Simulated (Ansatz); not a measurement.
AlCl$_{2}$ (SMILES [Cl][Al][Cl]), doublet, geometry from GFN2-xTB (such geometries of metal compounds can be far from the true shape) (the spin is typed, not shown lowest); MP2/def2-SVP run with Ansatz (an electronic-structure program).

Ansatz was given this input:
Ansatz 0.2 input:
```yaml
crystal:
  periodic: [false, false, false]
  atoms:
    - {symbol: Al, position_ang: [0.42790656, -0.01574826, 0.46996358]}
    - {symbol: Cl, position_ang: [1.19006944, 0.33144322, -1.40132717]}
    - {symbol: Cl, position_ang: [-1.51729210, -0.31940043, 1.04194326]}
basis:
  gaussian:
    orbitals: def2-SVP
magnetization: {spin_polarized: true, initial_magnetization: 1}
correlation: {method: mp2}
```

Q: Predict the main parts of the log of this Ansatz run.

A: 
```
Functional definition: HF
476 factors; integrals over basis functions are off by at most 7.2e-4 eV
mean field evaluation 1: about -31582.1018 eV, gradient 1.1e1 eV
mean field evaluation 2: about -31582.1085 eV, gradient 1.1e1 eV
mean field evaluation 4: about -31583.2436 eV, gradient 1.5e0 eV
mean field evaluation 8: about -31583.3053 eV, gradient 7.0e-4 eV
mean field -31583.30527738 eV, -1160.6650610106 hartree, gradient 3.5e-6 eV, S^2 0.752952; 0 other end points of the search recorded, 0 dependent functions left out
15 core orbitals not correlated
reference -31583.30527738 eV, -1160.6650610106 hartree; 9, 8 occupied and 30, 31 virtual orbitals, 476 factors
second order -8.23322606 eV of doubles, -0.00000000 eV of singles
Total energy: -31591.53850345 eV, -1160.9676264878 hartree
```
